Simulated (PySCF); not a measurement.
Simulation results for ClH₂Si, CH₄BClSi, B₂ClH₅Si, ClHSi

Calculation on a computer-drawn molecule: optimised geometry and harmonic frequencies of an isolated molecule of the commonest isotopes, restricted reference for singlets and unrestricted otherwise, frozen core in MP2. Program: PySCF 2.14.0.

(1) ClH₂Si

Start structure:
```xyz
4
ClH2Si
Si     0.6626     0.0340     0.6620
Cl     0.5238     1.9486    -0.6112
H      0.8846    -0.9036    -0.5267
H     -0.8487    -0.1971     0.7247
```

| Item | Value |
| --- | --- |
| charge | -1 |
| multiplicity | 1 |
| method | MP2 |
| basis | aug-cc-pV(D+d)Z |
| rotational constants | 110.9, 5.775, 5.743 GHz |
| total energy | -749.9130 hartree |
| convergence status largest gradient component | 1.145e-05 hartree/bohr |

Drawn bonds:
```
atom  other atom  order
   1           2      1
   1           3      1
   1           4      1
```

Optimised structure:
```xyz
4
ClH2Si
Si     0.6703     0.0438     0.6671
Cl     0.5229     1.9406    -0.6079
H      0.8749    -0.9019    -0.5263
H     -0.8457    -0.2006     0.7159
```

Modes:
```
frequency (cm⁻¹)  reduced mass (dalton)
           352.8                   22.6
           685.2                   1.04
           740.1                  1.082
             984                  1.048
            1968                  1.046
            1977                  1.037
```

(2) CH₄BClSi

Start structure:
```xyz
8
CH4BClSi
Si     1.8853    -3.0455    -0.6797
C      1.8644    -1.9259    -2.0898
B      0.7609    -1.0932    -2.5257
Cl     0.9393    -0.0086    -3.8342
H      0.8487    -3.2177     0.3166
H      3.0368    -3.8637    -0.2815
H      2.7929    -1.8699    -2.6688
H     -0.3163    -0.9669    -1.9143
```

| Item | Value |
| --- | --- |
| charge | 0 |
| multiplicity | 1 |
| method | HF |
| basis | cc-pV(D+d)Z |
| rotational constants | 35.54, 1.496, 1.436 GHz |
| total energy | -813.3246 hartree |
| convergence status largest gradient component | 4.54e-05 hartree/bohr |

Drawn bonds:
```
atom  other atom  order
   1           2      2
   2           3      1
   3           4      1
   1           5      1
   1           6      1
   2           7      1
   3           8      1
```

Optimised structure:
```xyz
8
CH4BClSi
Si     1.8987    -2.9803    -0.7194
C      1.9872    -1.9568    -2.0817
B      0.7830    -1.0972    -2.4282
Cl     0.7892     0.0004    -3.8385
H      0.7050    -3.0624     0.1329
H      2.9876    -3.8643    -0.2719
H      2.8883    -1.9260    -2.6852
H     -0.2270    -1.1047    -1.7854
```

Modes:
```
frequency (cm⁻¹)  reduced mass (dalton)
           104.4                  4.533
           173.6                  3.465
           307.8                  8.727
           406.6                  1.213
           631.5                  1.357
           672.2                  1.214
           821.8                  3.833
           861.8                  1.358
           904.8                   1.23
           985.2                  2.049
            1054                  1.238
            1127                   1.64
            1140                  1.343
            1378                  3.096
            2370                  1.036
            2390                  1.048
            2727                  1.094
            3329                  1.088
```

(3) ClH₂Si

Start structure:
```xyz
4
ClH2Si
Si    -2.3326     0.1127    -2.0118
Cl    -2.4172     1.9891    -1.3435
H     -3.2379    -0.1412    -3.0474
H     -2.4073    -0.8264    -0.8787
```

| Quantity | Value |
| --- | --- |
| charge | 0 |
| multiplicity | 2 |
| method | HF |
| basis | cc-pV(D+d)Z |
| rotational constants | 131.1, 6.927, 6.73 GHz |
| total energy | -749.6104 hartree |
| spin squared | 0.7535 |
| convergence status largest gradient component | 1.994e-06 hartree/bohr |

Drawn bonds:
```
atom  other atom  order
   1           2      1
   1           3      1
   1           4      1
```

Optimised structure:
```xyz
4
ClH2Si
Si    -2.2529     0.0836    -2.0184
Cl    -2.4333     2.0326    -1.3311
H     -3.2789    -0.1460    -3.0556
H     -2.4298    -0.8360    -0.8763
```

Modes:
```
frequency (cm⁻¹)  reduced mass (dalton)
           552.6                   16.9
           697.4                   1.08
           810.1                  1.125
           995.6                   1.05
            2313                  1.028
            2336                  1.056
```

(4) ClH₂Si

Start structure:
```xyz
4
ClH2Si
Si    -2.2529     0.0836    -2.0184
Cl    -2.4333     2.0326    -1.3311
H     -3.2789    -0.1460    -3.0556
H     -2.4298    -0.8360    -0.8763
```

| Item | Value |
| --- | --- |
| charge | 0 |
| multiplicity | 2 |
| method | MP2 |
| basis | cc-pV(D+d)Z |
| rotational constants | 130.9, 6.965, 6.765 GHz |
| total energy | -749.8316 hartree |
| spin squared | 0.7535 |
| convergence status largest gradient component | 2.265e-05 hartree/bohr |

Drawn bonds:
```
atom  other atom  order
   1           2      1
   1           3      1
   1           4      1
```

Optimised structure:
```xyz
4
ClH2Si
Si    -2.2538     0.0900    -2.0160
Cl    -2.4315     2.0330    -1.3317
H     -3.2798    -0.1490    -3.0577
H     -2.4298    -0.8397    -0.8760
```

Modes:
```
frequency (cm⁻¹)  reduced mass (dalton)
           558.2                  15.35
           668.4                  1.081
           765.8                  1.133
             952                  1.051
            2263                  1.029
            2296                  1.056
```

(5) B₂ClH₅Si

Start structure:
```xyz
9
B2ClH5Si
Si    -0.3509    -0.4598    -0.8641
B     -1.3163     0.7982     0.3156
B     -0.4784     1.6135     1.5025
Cl     0.3401     3.1121     1.3099
H     -0.8816    -1.7587    -0.7358
H      1.1021    -0.5581    -0.5983
H     -0.4833    -0.0670    -2.2720
H     -2.4152     0.9956     0.0347
H     -0.4402     1.1493     2.6528
```

| Item | Value |
| --- | --- |
| charge | 0 |
| multiplicity | 1 |
| method | HF |
| basis | cc-pV(D+d)Z |
| rotational constants | 12.52, 1.478, 1.4 GHz |
| total energy | -800.7181 hartree |
| convergence status largest gradient component | 1.562e-05 hartree/bohr |

Drawn bonds:
```
atom  other atom  order
   1           2      1
   2           3      1
   3           4      1
   1           5      1
   1           6      1
   1           7      1
   2           8      1
   3           9      1
```

Optimised structure:
```xyz
9
B2ClH5Si
Si    -0.3055    -0.5044    -0.9276
B     -1.2454     0.8113     0.3257
B     -0.5062     1.6268     1.6000
Cl     0.2547     3.1990     1.2776
H     -0.9733    -1.8266    -0.8150
H      1.1359    -0.6858    -0.6284
H     -0.4369    -0.0238    -2.3260
H     -2.4144     1.0003     0.1133
H     -0.4325     1.2283     2.7256
```

Modes:
```
frequency (cm⁻¹)  reduced mass (dalton)
           50.46                  1.173
           78.62                  4.433
           190.4                  2.278
           211.7                   2.69
           509.2                  1.498
           519.9                  1.281
           602.8                  1.607
           719.5                  2.942
           812.2                  1.528
           842.7                  2.222
           925.3                  1.724
             985                  1.112
            1014                  1.087
            1034                   1.06
            1040                   1.32
            1180                  2.246
            2289                  1.046
            2295                  1.047
            2303                  1.026
            2688                   1.09
            2738                  1.093
```

(6) CH₄BClSi

Start structure:
```xyz
8
CH4BClSi
Si     0.4779     0.8834     1.6186
C     -0.4715     2.4356     1.0855
B     -0.4526     2.8991    -0.2686
Cl    -0.5151     3.2349    -1.8331
H     -0.4814    -0.0410     2.2131
H      1.1694     0.2574     0.4095
H      1.5121     1.2765     2.5584
H     -0.9311     2.9183     1.9064
```

| Item | Value |
| --- | --- |
| charge | 0 |
| multiplicity | 1 |
| method | HF |
| basis | cc-pV(D+d)Z |
| rotational constants | 20.64, 1.541, 1.457 GHz |
| total energy | -813.3189 hartree |
| convergence status largest gradient component | 2.225e-05 hartree/bohr |

Drawn bonds:
```
atom  other atom  order
   1           2      1
   2           3      2
   3           4      1
   1           5      1
   1           6      1
   1           7      1
   2           8      1
```

Optimised structure:
```xyz
8
CH4BClSi
Si     0.4766     0.9051     1.6081
C     -0.4485     2.4252     1.0882
B     -0.4809     2.8287    -0.2295
Cl    -0.4933     3.2869    -1.8626
H     -0.4216    -0.0943     2.2362
H      1.1069     0.2860     0.4157
H      1.5417     1.2218     2.5906
H     -0.9733     3.0048     1.8431
```

Modes:
```
frequency (cm⁻¹)  reduced mass (dalton)
           91.09                  5.611
           144.1                  1.172
           369.3                  4.332
           421.1                  5.976
             504                  1.229
           577.9                  2.339
           759.8                  1.316
           760.3                  1.934
           828.3                  3.129
            1022                  1.042
            1031                  1.099
            1050                  1.044
            1071                  1.433
            1725                  9.959
            2287                  1.051
            2290                   1.05
            2306                   1.02
            3314                  1.088
```

(7) ClHSi

Start structure:
```xyz
3
ClHSi
Si    -1.7833    -0.3461     1.1457
Cl    -3.2376    -0.0925    -0.2516
H     -1.9213     1.0915     1.7782
```

| Property | Result |
| --- | --- |
| charge | 0 |
| multiplicity | 1 |
| method | HF |
| basis | cc-pV(D+d)Z |
| rotational constants | 230.7, 7.199, 6.981 GHz |
| total energy | -749.0165 hartree |
| convergence status largest gradient component | 1.221e-07 hartree/bohr |

Drawn bonds:
```
atom  other atom  order
   1           2      1
   1           3      1
```

Optimised structure:
```xyz
3
ClHSi
Si    -1.7652    -0.3204     1.1787
Cl    -3.2607    -0.0908    -0.2751
H     -1.9163     1.0641     1.7687
```

Modes:
```
frequency (cm⁻¹)  reduced mass (dalton)
           522.1                  24.86
           882.5                  1.067
            2156                  1.044
```

(8) ClHSi

Start structure:
```xyz
3
ClHSi
Si    -1.7652    -0.3204     1.1787
Cl    -3.2607    -0.0908    -0.2751
H     -1.9163     1.0641     1.7687
```

| Item | Value |
| --- | --- |
| charge | 0 |
| multiplicity | 1 |
| method | MP2 |
| basis | cc-pV(D+d)Z |
| rotational constants | 228.2, 7.259, 7.035 GHz |
| total energy | -749.2349 hartree |
| convergence status largest gradient component | 8.116e-06 hartree/bohr |

Drawn bonds:
```
atom  other atom  order
   1           2      1
   1           3      1
```

Optimised structure:
```xyz
3
ClHSi
Si    -1.7662    -0.3248     1.1752
Cl    -3.2570    -0.0892    -0.2703
H     -1.9190     1.0669     1.7674
```

Modes:
```
frequency (cm⁻¹)  reduced mass (dalton)
           534.5                  23.86
           845.5                   1.07
            2101                  1.044
```
